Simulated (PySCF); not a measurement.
Write a Z-matrix for `C=N/C=C\S[SiH3]` as optimised with PBE0-D3(BJ)/def2-SVP.

Z-matrix in Å and degrees, rows numbered from 1:
```
C 
N   1  1.2717
C   2  1.3773  1  122.68
C   3  1.3496  2  118.84  1  -179.63
S   4  1.7366  3  126.31  2     0.01
Si  5  2.1841  4  105.76  3    -0.67
H   1  1.0972  2  119.09  3   179.98
H   1  1.1039  2  122.79  3    -0.02
H   3  1.0987  2  120.18  1     0.33
H   4  1.0937  3  119.87  2   179.95
H   6  1.5067  5   94.71  4  -179.40
H   6  1.4892  5  116.74  4    70.94
H   6  1.4891  5  116.55  4   -69.76
```

Si6 and N2 aren't drawn bonded (4 bonds apart) but lie 2.56 Å from each other; Cordero's covalent radii sum to 1.82 Å. The 6 heavy atoms lie in one plane (0.006 Å rms). The 2 C–N bonds span 1.272 Å (C1=N2, drawn double) to 1.377 Å (N2–C3, drawn single), a spread of 0.105 Å. Of the pairs four or more bonds apart, those above aside, C1···Si6 is among the closest relative to their van der Waals radii: 3.49 Å, 92 % of the sum of Bondi's values.

Method: PBE0-D3(BJ)/def2-SVP geometry optimisation, gas phase in PySCF.

Point group: Cs (every atom within 0.08 Å of its image). No PBE0-D3(BJ)/def2-SVP frequencies stand behind this structure, so it isn't proved a minimum. The numbers are those of one conformer (C1–N2–C3–C4 180°, C3–C4–S5–Si6 -1°).
